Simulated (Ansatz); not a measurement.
Total energies of C2H4FGaO (`F[CH]1O[CH2][GaH]1`).

| atom | x (Å) | y (Å) | z (Å) |
| --- | --- | --- | --- |
| F1 | 0.8282 | 1.8900 | 0.3375 |
| C2 | 0.3752 | 0.6893 | 0.9016 |
| O3 | -0.9395 | 0.4519 | 0.5301 |
| C4 | -0.9393 | -0.3460 | -0.6726 |
| Ga5 | 0.9680 | -0.8438 | -0.2840 |
| H6 | 0.4322 | 0.8242 | 1.9831 |
| H7 | -1.1118 | 0.2749 | -1.5570 |
| H8 | -1.7302 | -1.0961 | -0.6082 |
| H9 | 2.1171 | -1.8443 | -0.6305 |

Charge 0, multiplicity 1. Correlated methods include outer-core shells of Ga, which these sets cover unevenly. Scalar relativity is left out up to krypton. The structure was optimised at the PBE0-D4/def2-TZVP level. Basis def2-TZVPP, Ansatz 0.2.0.

RPA on PBE orbitals: Hartree–Fock energy of these orbitals -2175.55858 Eh, correlation -1.62079 Eh (frozen core).

| functional | energy without D4 (Eh) | D4 term (kJ/mol) |
| --- | --- | --- |
| PBE | -2178.01373 | -17.6 |
| revPBE | -2178.35881 | -55.4 |
| r2SCAN | -2178.44247 | -4.0 |
| B97M-V | -2178.14913 | – |
| B3LYP | -2178.62958 | -28.7 |
| r2SCANh | -2178.41627 | -4.3 |
| HSE06 (plane-wave form) | -2178.04292 | -13.7 |
| BHLYP | -2178.42219 | -22.3 |
| CAM-B3LYP | -2178.60634 | -14.9 |
| LC-ωPBE | -2178.17787 | – |
| ωB97X-V | -2178.31989 | – |
| ωB97M-V | -2178.39181 | – |
| B2PLYP | -2178.03855 | – |
| PBE-QIDH | -2177.67972 | – |

(1) Give the same for LDA (SPW92), BLYP, PBE0, r2SCAN0. (An estimate is asked.)

B3LYP takes the VWN-RPA correlation (the form of Gaussian; ORCA's B3LYP/G). HSE06 is the plane-wave form, built on full-range PBE exchange. The double hybrids freeze the cores in their second-order part.

## Answers

(1) Ansatz gave: 
```csv
functional,energy without D4 (Eh),D4 term (kJ/mol)
LDA (SPW92),-2173.66285,–
BLYP,-2178.59429,-39.3
PBE0,-2178.05507,-14.7
r2SCAN0,-2178.37898,-4.8
```

LC-ωPBE has ω = 0.4 bohr⁻¹.
